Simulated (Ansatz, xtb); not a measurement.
**Relative energy of two isomers of C5H5FP2**

We compare X, `CC1=PC=C(F)C=P1`, a singlet, with Y, `CC1=PC=PC=C1F`, a singlet. Both are isolated molecules in the gas phase, relaxed with B3LYP-D3(BJ)/def2-SVP.

X (Å):

```xyz
13

C     1.3520    1.5218    1.2956
C    -0.1387    1.4354    1.0037
C    -2.3875    1.9613   -0.5067
C    -3.1743    1.3278    0.4489
C    -2.7331    0.7277    1.6230
F    -4.4983    1.2837    0.2084
P    -0.6639    2.1789   -0.4902
P    -1.1021    0.6144    2.2110
H     1.9479    1.5453    0.3699
H     1.6982    0.6714    1.9035
H     1.5880    2.4416    1.8582
H    -2.9217    2.3623   -1.3744
H    -3.5087    0.2668    2.2435
```

Y (Å):

```yaml
atoms:
  - { symbol: C, position_ang: [0.8047, 1.5235, 1.6514] }
  - { symbol: C, position_ang: [-0.5193, 1.5310, 0.9258] }
  - { symbol: C, position_ang: [-2.2318, 2.1517, -1.1435] }
  - { symbol: C, position_ang: [-2.9091, 0.7574, 1.0737] }
  - { symbol: C, position_ang: [-1.6038, 0.8879, 1.5335] }
  - { symbol: F, position_ang: [-1.3453, 0.3162, 2.7311] }
  - { symbol: P, position_ang: [-0.5890, 2.3476, -0.6236] }
  - { symbol: P, position_ang: [-3.5909, 1.3605, -0.4090] }
  - { symbol: H, position_ang: [0.7154, 2.0029, 2.6401] }
  - { symbol: H, position_ang: [1.1514, 0.4924, 1.8292] }
  - { symbol: H, position_ang: [1.5763, 2.0551, 1.0764] }
  - { symbol: H, position_ang: [-2.4478, 2.6142, -2.1156] }
  - { symbol: H, position_ang: [-3.5820, 0.2037, 1.7370] }
```

Estimate E(Y) − E(X) at the level CCSD(T)/def2-SVP + ΔMP2/def2-TZVPP.

Calculated at CCSD(T)/def2-SVP + ΔMP2/def2-TZVPP: E(Y) − E(X) = −0.106 eV, so structure Y lies lower.

Level by level:

| level | geometry | E(Y) − E(X) (eV) | departure from the last row (eV) | job, with rough time for the two |
| --- | --- | --- | --- | --- |
| GFN2-xTB | GFN2-xTB | −0.061 | +0.045 | optimisation, 0.27 s |
| HF/STO-3G | GFN2-xTB | −0.100 | +0.006 | single point, 0.48 s |
| r2SCAN-D4/def2-SVP | GFN2-xTB | −0.136 | −0.030 | single point, 4.5 s |
| B3LYP-D3(BJ)/def2-SVP | B3LYP-D3(BJ)/def2-SVP | −0.117 | −0.010 | optimisation, 29 s |
| HF/def2-SVP | B3LYP-D3(BJ)/def2-SVP | −0.113 | −0.007 | part of the CCSD(T) run |
| MP2/def2-SVP | B3LYP-D3(BJ)/def2-SVP | −0.117 | −0.011 | part of the CCSD(T) run |
| CCSD(T)/def2-SVP | B3LYP-D3(BJ)/def2-SVP | −0.121 | −0.015 | single point |
| CCSD(T)/def2-SVP + ΔMP2/def2-TZVPP | B3LYP-D3(BJ)/def2-SVP | −0.106 |  | single point, 86 s |

As drawn, both hold the same kinds of bond in the same numbers.

None of the levels shown reverses the order. The largest departure from CCSD(T)/def2-SVP + ΔMP2/def2-TZVPP is that of GFN2-xTB, 0.045 eV. The last row adds to CCSD(T) the change of the MP2 difference between the two basis sets, here +0.015 eV.

With thermal terms from frequencies at re-optimised GFN2-xTB minima (ideal gas, soft modes damped towards free rotors, one conformer each, 298.15 K, 1 atm): on the last row, ΔE + ΔZPE = −0.100, ΔH = −0.106, ΔG = −0.088 eV.

The correlated steps freeze 16 core orbitals. Codes used: Ansatz 0.2.0, xtb 6.7.1; the last row on 4 threads of Arm Neoverse V1 on a shared host.
